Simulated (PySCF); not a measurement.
# How methods differ on the ionisation energy of Pm³⁵⁺

Pm³⁵⁺ [Ar] 3d8 [3d3/2^4 3d5/2^4, M_J = 4] → Pm³⁶⁺ [Ar] 3d7 [3d3/2^4 3d5/2^3, M_J = 9/2], as a difference of total energies. All numbers are calculated (PySCF 2.14, the two-component X2C-1e Hamiltonian, in an even-tempered Gaussian basis (16 s from 6.6 bohr⁻², ratio 2.8; 12 p from 8.6 bohr⁻², ratio 2.8; 8 d from 8.6 bohr⁻², ratio 2.8; 3 f from 33 bohr⁻², ratio 3)). Correlated levels: [Ne] frozen; the 74 highest virtual spinors dropped. "Screened" scales the spin-orbit matrix elements by Boettger's factors to mimic the two-electron term; Breit and QED terms are absent.

```
                    method  ionisation energy (eV)
           GHF (spin-free)                  2452.4
          GMP2 (spin-free)                  2453.6
 GHF (screened spin-orbit)                  2444.0
GMP2 (screened spin-orbit)                  2445.2
```

Breit and QED terms and the two-electron picture change are absent.

The spin-free rows relax to the high-spin LS determinant and lack the spin-orbit shift.

The labels give the starting determinants; with spin-orbit coupling the two ends relaxed to ⟨J²⟩ = 20.00, ⟨L²⟩ = 12.75, ⟨S²⟩ = 1.85 and ⟨J²⟩ = 24.75, ⟨L²⟩ = 14.96, ⟨S²⟩ = 2.79.

For comparison: 2443 ± 5 eV (theoretical estimate listed by NIST; NIST Atomic Spectra Database, ionization energies).
